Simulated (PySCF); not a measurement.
# SrB at PBE

Computed with PBE; PySCF, scalar-relativistic core potentials, basis sets Sr def2-SVP with ECP28, B def2-SVP.

* state: ⁴Σ⁻ (quartet), unpaired electrons σ ↑, π ↑↑
* bond length: 2.464 Å
* harmonic wavenumber: 432 cm⁻¹
* force constant: 1.08 mdyn/Å
* rotational constant Be: 0.2837 cm⁻¹
* anharmonicity ωexe: 2.18 cm⁻¹
* vibration–rotation constant αe: 0.00188 cm⁻¹
* well depth De to Sr + B: 1.26 eV
* dissociation energy D0: 1.24 eV
* bond order (Mayer): 1.89
* dipole moment (positive dipole means Sr(−)B(+)): -5.45 D

Spin–orbit coupling is left out. The state was picked by a PBE0 search and need not be the measured ground state.
